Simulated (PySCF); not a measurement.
Compound: C4H5F3O2Si.
InChI=1S/C4H5F3O2Si/c5-3(6)4(7)10-8-1-2-9-10/h10H,1-2H2

All values: CAM-B3LYP/def2-SVPD (PySCF, non-relativistic), on one gas-phase PBE0-D3(BJ)/def2-SVP geometry that isn't relaxed in the solvent. The solvent is an IEF-PCM continuum (cavity from Bondi-type radii × 1.2), and excitations are vertical TDDFT with non-equilibrium linear response and a frozen core. The model holds no explicit solvent molecules, cavitation or dispersion.

Gas-phase singlets (H = HOMO, L = LUMO):

```
state  E (eV)  λ (nm)      f  leading configurations
   S1   6.447     192  0.017               H→L+2 75%
   S2   6.468     192  0.208                 H→L 92%
   S3   6.887     180  0.004               H-2→L 88%
   S4   7.083     175  0.018               H-1→L 91%
   S5   7.194     172  0.010    H→L+1 75%, H→L+3 13%
```

What are the lowest 5 singlets in acetonitrile (ε = 35.69)?

| state | E (eV) | λ (nm) | f | leading configurations | change by rank (eV) |
| --- | --- | --- | --- | --- | --- |
| S1 | 6.417 | 193 | 0.081 | H→L+1 31%, H→L+2 28% | -0.030 |
| S2 | 6.427 | 193 | 0.188 | H→L 70%, H→L+1 13% | -0.041 |
| S3 | 6.873 | 180 | 0.004 | H-2→L 86% | -0.014 |
| S4 | 7.033 | 176 | 0.026 | H-1→L 90% | -0.050 |
| S5 | 7.207 | 172 | 0.011 | H→L+1 44%, H→L+2 38% | +0.013 |

How do the frontier levels move from gas to acetonitrile?

```json
{"orbital": "LUMO+2", "gas (eV)": "1.11", "solvent (eV)": "1.18", "change (eV)": "+0.07"}
{"orbital": "LUMO+1", "gas (eV)": "1.02", "solvent (eV)": "1.09", "change (eV)": "+0.07"}
{"orbital": "LUMO", "gas (eV)": "0.19", "solvent (eV)": "0.28", "change (eV)": "+0.09"}
{"orbital": "HOMO", "gas (eV)": "-9.11", "solvent (eV)": "-9.06", "change (eV)": "+0.05"}
{"orbital": "HOMO-1", "gas (eV)": "-9.92", "solvent (eV)": "-9.76", "change (eV)": "+0.16"}
{"orbital": "HOMO-2", "gas (eV)": "-10.18", "solvent (eV)": "-10.06", "change (eV)": "+0.12"}
{"orbital": "HOMO-3", "gas (eV)": "-10.95", "solvent (eV)": "-10.77", "change (eV)": "+0.18"}
```

The HOMO–LUMO gap goes from 9.31 to 9.34 eV. Rows go by rank; for LUMO+1 and LUMO+2 the atom shares or the degeneracy differ between the runs, so the row needn't follow one orbital.
